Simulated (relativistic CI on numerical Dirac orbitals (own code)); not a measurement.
Computed by Dirac-Coulomb-Breit CI, orbitals from a KLI potential per configuration, model QED, unscaled Slater integrals (own radial code, finite nucleus).

The strongest absorption lines from the ground level of an ion, among the configurations computed and to levels below about 613 eV (vacuum wavelength in Å, gf): 22.880 (0.53), 22.884 (0.48), 23.192 (0.72), 27.485 (0.46), 27.970 (3.3), 27.984 (2.4), 28.116 (0.85), 28.510 (1.3).

**Question.** Which ion is it?
A. Ti13+
B. Ca11+
C. Ca9+
D. S7+

**Answer.** B. Ca11+ has 9 electrons and the ground level 2s2.2p5 2P°_3/2; the strongest line goes to 2s2.2p4.3d 2D_5/2. The pattern of lines fixes the number of electrons, and along that sequence the line energies rise steadily with the charge (about as its square where n changes within one kind of shell, about linearly where n is kept but much faster in heavy ions where fine structure, which grows about as Z⁴, sets the gap, and irregularly where shells cross), which fixes Z. Configurations outside the model, such as inner-shell arrays, can give stronger lines. At this charge energies of transitions that change n are usually good to better than 1 %, and those within a shell (Δn = 0) to a few per cent.

LS names give the leading component of a level, which can be under half, so a name can repeat, a term be missing and a line seem to break the LS rules.
